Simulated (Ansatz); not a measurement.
`OB1N=CO1`. Charge 0, multiplicity 1.

```xyz
7

O    -1.071    0.836    1.230
B    -0.270    0.224    0.366
N    -0.271   -0.119   -1.088
C     0.850   -0.603   -0.718
O     1.011   -0.364    0.640
H    -1.884    1.156    0.830
H     1.634   -1.130   -1.261
```

(1) What are the harmonic wavenumbers in cm⁻¹ at PBE0-D4/def2-TZVP (Ansatz, finite differences of forces, unscaled)? (An estimate is asked.)

(2) Is this a minimum?

(3) Give the ideal-gas thermochemistry at 298.15 K and 1 bar (rigid rotor, harmonic oscillator; point group Cs, symmetry number 1).

(4) And at 400, 500, 600, 800 and 1000 K?

Results:

(1) Computed: 183, 377, 555, 671, 698, 753, 985, 998, 1001, 1159, 1308, 1577, 1645, 3164, 3882.

(2) Yes, all 15 modes are real.

(3) Zero-point energy 113.4 kJ/mol; H(298) − E = 127.5 kJ/mol; entropy 286.0 J/(mol·K), of which translation 162.0, rotation 102.4, vibration 21.6; G(298) − E = 42.2 kJ/mol.

(4) 
```json
{"T (K)": "400", "H − E (kJ/mol)": "135.3", "S (J/mol/K)": "308.5", "G − E (kJ/mol)": "11.9"}
{"T (K)": "500", "H − E (kJ/mol)": "144.4", "S (J/mol/K)": "328.7", "G − E (kJ/mol)": "-20.0"}
{"T (K)": "600", "H − E (kJ/mol)": "154.6", "S (J/mol/K)": "347.2", "G − E (kJ/mol)": "-53.8"}
{"T (K)": "800", "H − E (kJ/mol)": "177.2", "S (J/mol/K)": "379.7", "G − E (kJ/mol)": "-126.6"}
{"T (K)": "1000", "H − E (kJ/mol)": "202.0", "S (J/mol/K)": "407.4", "G − E (kJ/mol)": "-205.3"}
```
